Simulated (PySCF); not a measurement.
C₄H₉F₃Si.
Cartesian coordinates in Å at the GFN2-xTB level; atoms count from 1:
```xyz
17
C4H9F3Si angstrom
C      2.629   -0.612    0.014
C      1.207   -0.417   -0.505
Si     0.163    0.678    0.643
C     -1.566    0.968   -0.135
C     -2.405   -0.266   -0.088
F     -2.582   -0.728    1.163
F     -1.874   -1.287   -0.786
F     -3.643   -0.087   -0.590
H      2.618   -1.091    0.990
H      3.136    0.344    0.116
H      3.206   -1.234   -0.666
H      1.252    0.026   -1.503
H      0.738   -1.395   -0.626
H      0.740    2.022    0.767
H     -0.025    0.072    1.963
H     -2.104    1.742    0.409
H     -1.498    1.277   -1.177
```

Level of theory: PySCF, TDDFT CAM-B3LYP/def2-SVPD, vertical, gas phase, core orbitals frozen in the response.

Transition dipole moments from the ground state, in atomic units and in the frame of the coordinates above (overall signs are arbitrary), for the states with f of 0.002 or more among the lowest 8:

| state | E (eV) | μx | μy | μz |
| --- | --- | --- | --- | --- |
| S1 | 8.114 | 0.073 | -0.121 | -0.163 |
| S2 | 8.344 | -0.179 | 0.016 | -0.013 |
| S4 | 9.015 | 0.367 | -0.150 | 0.228 |
| S5 | 9.116 | -0.091 | -0.473 | -0.109 |
| S6 | 9.154 | -0.490 | 0.343 | 0.534 |
| S7 | 9.194 | 0.009 | -0.299 | 0.022 |
| S8 | 9.293 | 0.231 | -0.296 | 0.122 |

**Question.** Work out the oscillator strengths.

**Answer.** f = (2/3) ΔE |μ|² with ΔE in hartree (27.2114 eV).

```json
{"state": "S1", "|μ|² (au)": "0.047", "|μ| (D)": "0.55", "f": "0.009"}
{"state": "S2", "|μ|² (au)": "0.033", "|μ| (D)": "0.46", "f": "0.007"}
{"state": "S4", "|μ|² (au)": "0.209", "|μ| (D)": "1.16", "f": "0.046"}
{"state": "S5", "|μ|² (au)": "0.244", "|μ| (D)": "1.26", "f": "0.054"}
{"state": "S6", "|μ|² (au)": "0.643", "|μ| (D)": "2.04", "f": "0.144"}
{"state": "S7", "|μ|² (au)": "0.090", "|μ| (D)": "0.76", "f": "0.020"}
{"state": "S8", "|μ|² (au)": "0.156", "|μ| (D)": "1.00", "f": "0.035"}
```

**Question.** Which bond between heavy atoms lies closest to the direction of the S6 transition dipole?

**Answer.** C2–Si3, at 10° from it; next C5–F7 at 24°.

**Question.** What angle do the transition dipoles of S4 and S7 make?

**Answer.** |cos θ| = |μa·μb| / (|μa| |μb|) = 0.39, so θ ≈ 67° (taken between 0 and 90°, since the signs are arbitrary).

**Question.** What peak molar absorption coefficient would the strongest computed level give as a lone Gaussian band 0.4 eV wide at half height?

**Answer.** ε(max) = 2.175×10⁸ f / FWHM, with the width in cm⁻¹. S6: 2.175×10⁸ × 0.1442 / 3226 ≈ 9700 L mol⁻¹ cm⁻¹.

One conformer stands for the species.

Without π bonds the low states may be Rydberg-like; a valence basis with one diffuse set may place them up to an eV too high.
